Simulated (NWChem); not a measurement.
System meant: CH$_{3}$BeClO; SMILES [O]([Be][Cl])C

Input file for NWChem:

```
start job
memory heap 200 mb stack 900 mb global 1100 mb
geometry units angstroms noautoz
  Be     0.005535    -0.185261     0.002951
  Cl     0.003838    -2.008351     0.005853
  O      0.007882     1.195399     0.001120
  C     -0.013526     2.584015    -0.003482
  H      0.708610     2.983284     0.720232
  H      0.244526     2.970852    -0.997710
  H     -1.011185     2.955731     0.263366
end
basis spherical
  * library def2-svp
end
dft
  odft
  mult 2
  xc xpbe96 cpbe96
  iterations 150
  mulliken
end
task dft energy
```

End of the output:

```
                                 NWChem DFT Module
                                 -----------------

 Summary of "ao basis" -> "ao basis" (spherical)
 ------------------------------------------------------------------------------
       Tag                 Description            Shells   Functions and Types
 ---------------- ------------------------------  ------  ---------------------
 Be                         def2-svp                 5        9   3s2p
 Cl                         def2-svp                 8       18   4s3p1d
 O                          def2-svp                 6       14   3s2p1d
 C                          def2-svp                 6       14   3s2p1d
 H                          def2-svp                 3        5   2s1p

 Summary of "ao basis" -> "ao basis" (spherical)
 ------------------------------------------------------------------------------
       Tag                 Description            Shells   Functions and Types
 ---------------- ------------------------------  ------  ---------------------
 Be                         def2-svp                 5        9   3s2p
 Cl                         def2-svp                 8       18   4s3p1d
 O                          def2-svp                 6       14   3s2p1d
 C                          def2-svp                 6       14   3s2p1d
 H                          def2-svp                 3        5   2s1p

  number of electrons :                   38
  multiplicity        :                    2
 ------------------------------------------------------------------------
  no. of electrons and multiplicity not compatible                  38
 ------------------------------------------------------------------------
 ------------------------------------------------------------------------
  current input line :
    22: task dft energy
 ------------------------------------------------------------------------
 ------------------------------------------------------------------------
 There is an error in the input file
 ------------------------------------------------------------------------
 For more information see the NWChem manual at https://nwchemgit.github.io

0: no. of electrons and multiplicity not compatible:Received an Error in Communication
```

### Question
What is wrong, and how is it mended?

### Answer
The input was rejected before any calculation. Cause: the multiplicity doesn't fit the number of electrons (an even count wants an odd multiplicity, and the reverse). This input runs:
```
start job
memory heap 200 mb stack 900 mb global 1100 mb
geometry units angstroms noautoz
  Be     0.005535    -0.185261     0.002951
  Cl     0.003838    -2.008351     0.005853
  O      0.007882     1.195399     0.001120
  C     -0.013526     2.584015    -0.003482
  H      0.708610     2.983284     0.720232
  H      0.244526     2.970852    -0.997710
  H     -1.011185     2.955731     0.263366
end
basis spherical
  Be library def2-svp
  Cl library def2-svp
  O library def2-svp
  C library def2-svp
  H library def2-svp
end
dft
  xc xpbe96 cpbe96
  iterations 150
  mulliken
end
task dft energy
```
It converges to -589.59263 Ha (PBE/def2-SVP).
